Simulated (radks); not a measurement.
Spherical jellium clusters: N electrons in a uniform positive sphere of charge N and radius rs N^(1/3), rs = 4.17 bohr. Method: non-relativistic Kohn-Sham, PBEsol, spin-polarised, spherical densities; computed with a radial shooting solver with Libxc functionals. Levels are named by radial order and angular momentum (1s, 1p, 1d, 2s, ...), and open shells are averaged over m.

N = 9, configuration 1s2 1p6 1d(up 1, down 0). This is the lowest configuration that the search found. Occupied levels:

| level | occupation | eigenvalue (eV) | <r> (bohr) |
|---|---|---|---|
| 1s up | 1 | -4.4124 | 5.795 |
| 1s down | 1 | -4.3430 | 5.619 |
| 1p up | 3 | -3.3627 | 6.936 |
| 1p down | 3 | -3.2270 | 6.832 |
| 1d up | 1 | -2.0702 | 7.946 |

Energy (eV): total -15.9333, kinetic 14.297, external -298.93, Hartree 147.01, exchange-correlation -30.773, background 152.46.
